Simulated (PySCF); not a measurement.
Induced dipoles and field energies

Species: SnMeF3, CH3F3Sn.
Cartesian coordinates in Å at the PBE0-D3(BJ)/def2-SVP level; atoms count from 1:
```
atom  x, y, z in Å
Sn1    0.024    0.003   -0.891
C2    -0.038   -0.004    1.222
H3    -1.085    0.060    1.543
H4     0.529    0.862    1.588
H5     0.417   -0.937    1.579
F6     1.802   -0.001   -1.618
F7    -0.820    1.523   -1.707
F8    -0.829   -1.507   -1.716
```

Level: CAM-B3LYP/def2-SVPD (PySCF); nuclei fixed, core orbitals frozen in the response. Permanent dipole (-0.172, -0.014, 5.033) D (1 au = 2.5417 D). Static polarisability (au):

```
x   43.56  0.00 -0.28
y    0.00 43.54 -0.04
z   -0.28 -0.04 54.81
```

Only the terms in μ and α are kept: μ(F) = μ + αF and ΔE = −μ·F − ½ F·αF.

(1) A field of 0.003 au (0.154 V/Å) is applied along each axis in both senses. Find the induced dipole, the size of the total dipole and the two energy terms.

(2) For the field (0.0006, 0.0027, -0.0018) au, what is the induced dipole, and what angle does it make with the field?

(3) Which field along μ doubles the dipole in that direction (linear response)?

(4) What field makes μF equal to kT at 400 K?

(5) A unit point charge sits 12 Å away. Estimate the induction energy −αe²/2R⁴ with the mean polarisability, treating the molecule as a point.

Results:

(1) 
| field along | induced x (D) | induced y (D) | induced z (D) | total size (D) | −μ·F (kJ/mol) | −½F·αF (kJ/mol) |
| --- | --- | --- | --- | --- | --- | --- |
| +x | 0.332 | 0.000 | -0.002 | 5.033 | +0.533 | -0.515 |
| −x | -0.332 | 0.000 | 0.002 | 5.060 | -0.533 | -0.515 |
| +y | 0.000 | 0.332 | 0.000 | 5.046 | +0.043 | -0.514 |
| −y | 0.000 | -0.332 | 0.000 | 5.048 | -0.043 | -0.514 |
| +z | -0.002 | 0.000 | 0.418 | 5.454 | -15.597 | -0.648 |
| −z | 0.002 | 0.000 | -0.418 | 4.618 | +15.597 | -0.648 |

(2) αF = (0.068, 0.299, -0.251) D, at 6.3° to the field. The polarisability along this direction, F·αF/F², is 46.98 au, against a mean of 47.31 au.

(3) The polarisability along the dipole is 54.82 au, so F = 1.9813 au / 54.82 au = 0.0361 au = 1.86 V/Å; higher-order terms are ignored.

(4) kT = 1.2667 × 10⁻³ Eh, so F = 0.000639 au = 3.29 MV/cm.

(5) R = 22.68 bohr, so the energy is −47.3/(2 × 22.68⁴) Eh = -0.235 kJ/mol. The charge–dipole term at its most favourable orientation, −μe/R², is -10.1 kJ/mol.

Geometry: PBE0-D3(BJ)/def2-SVP; no solvent, vibrations or thermal averaging. Atoms past krypton carry effective core potentials; spin–orbit coupling is left out.

These values come from a run that also computed excited states and ΔSCF ions. On an Arm Neoverse V1 with one thread, on a shared host, this took 2.0 min of wall time.
